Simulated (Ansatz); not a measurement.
Job for Ansatz (an electronic-structure program): U-CCSD(T)/6-31G on BO, 2S+1 = 2, a point of a bond scan (R = 2.104 Å).

Ansatz 0.2 input:
```yaml
crystal:
  periodic: [false, false, false]
  atoms:
    - {symbol: B, position_ang: [-0.00000000, -0.00000000, -0.73974202]}
    - {symbol: O, position_ang: [0.00000000, 0.00000000, 1.36389934]}
basis:
  gaussian:
    orbitals: 6-31G
magnetization: {spin_polarized: true, initial_magnetization: 1}
correlation: {method: ccsd_t, electrons: outside_noble_gas}
scf: {omitted_lower_state_checks: [cluster_reference]}
```

The log:

```
WARN ansatz: RAYON_NUM_THREADS=1 ignored (pool sized by the plan → 1); use --threads N
Functional definition: HF
these checks for a lower state are left out or cut short: cluster_reference
integrals: 0.00 GiB planned
201 factors; integrals over basis functions are off by at most 1.7e-4 eV
mean field: 0.04 GiB planned
mean field evaluation 1: about -2693.3379 eV, gradient 3.2e1 eV
mean field evaluation 2: about -2693.3397 eV, gradient 3.2e1 eV
mean field evaluation 4: about -2700.4851 eV, gradient 5.6e0 eV
mean field evaluation 8: about -2701.0469 eV, gradient 2.4e-1 eV
mean field evaluation 16: about -2701.1410 eV, gradient 6.7e-1 eV
mean field evaluation 32: about -2702.5415 eV, gradient 2.2e-3 eV
mean field evaluation 64: about -2702.2770 eV, gradient 3.2e0 eV
mean field evaluation 96: about -2700.8482 eV, gradient 7.6e-3 eV
mean field evaluation 128: about -2702.0283 eV, gradient 5.8e-1 eV
mean field evaluation 160: about -2702.1399 eV, gradient 4.0e0 eV
mean field evaluation 192: about -2700.5707 eV, gradient 1.2e-1 eV
mean field evaluation 224: about -2702.4155 eV, gradient 9.9e-1 eV
mean field evaluation 256: about -2700.5695 eV, gradient 4.2e0 eV
mean field evaluation 288: about -2702.0325 eV, gradient 5.5e-1 eV
mean field evaluation 320: about -2698.8649 eV, gradient 7.0e-1 eV
mean field evaluation 352: about -2701.9866 eV, gradient 3.7e-5 eV
mean field evaluation 384: about -2702.5415 eV, gradient 3.5e-8 eV
mean field -2702.54151136 eV, -99.3165686939 hartree, gradient 3.5e-8 eV, S^2 1.222298; 27 other end points of the search recorded, 0 dependent functions left out
2 core orbitals not correlated
reference -2702.54151136 eV, -99.3165686939 hartree; 5, 4 occupied and 11, 12 virtual orbitals, 201 factors
second order -2.90051043 eV of doubles, -0.00000000 eV of singles
coupled cluster: 0.04 GiB planned
cycle   1  -3.33736874 eV  change   -4.4e-1 eV  update   1.1e-1
cycle   2  -3.81473268 eV  change   -4.8e-1 eV  update   6.7e-2
cycle   3  -4.06424828 eV  change   -2.5e-1 eV  update   4.9e-2
cycle   4  -4.18741927 eV  change   -1.2e-1 eV  update   3.2e-2
cycle   5  -4.25515963 eV  change   -6.8e-2 eV  update   1.5e-2
cycle   6  -4.27327407 eV  change   -1.8e-2 eV  update   7.1e-3
cycle   7  -4.27715006 eV  change   -3.9e-3 eV  update   4.2e-3
cycle   8  -4.28276501 eV  change   -5.6e-3 eV  update   2.8e-3
cycle   9  -4.28585922 eV  change   -3.1e-3 eV  update   1.5e-3
cycle  10  -4.28595135 eV  change   -9.2e-5 eV  update   7.2e-4
cycle  11  -4.28607897 eV  change   -1.3e-4 eV  update   5.0e-4
cycle  12  -4.28621985 eV  change   -1.4e-4 eV  update   3.9e-4
cycle  13  -4.28628005 eV  change   -6.0e-5 eV  update   3.0e-4
cycle  14  -4.28637654 eV  change   -9.6e-5 eV  update   2.3e-4
cycle  15  -4.28634262 eV  change    3.4e-5 eV  update   1.6e-4
cycle  16  -4.28640322 eV  change   -6.1e-5 eV  update   1.0e-4
cycle  17  -4.28642344 eV  change   -2.0e-5 eV  update   6.8e-5
cycle  18  -4.28639323 eV  change    3.0e-5 eV  update   3.8e-5
cycle  19  -4.28633841 eV  change    5.5e-5 eV  update   2.3e-5
cycle  20  -4.28629410 eV  change    4.4e-5 eV  update   1.6e-5
cycle  21  -4.28628041 eV  change    1.4e-5 eV  update   1.0e-5
cycle  22  -4.28627565 eV  change    4.8e-6 eV  update   6.5e-6
coupled cluster: 0.04 GiB planned
perturbative correction -0.11499192 eV, -0.0042258750 hartree
WARN: the results are in doubt because among natural orbitals full CI differs from the method by -0.111 eV
Total energy: -2706.94277892 eV, -99.4783122936 hartree
In doubt: among natural orbitals full CI differs from the method by -0.111 eV
Checks for a lower state left out: cluster_reference
```

Self-consistency was reached. Its determinant has ⟨S²⟩ = 1.22, a mixture of spin states.

Warnings raised: large difference.

Cost: roughly 1.6 core-seconds.
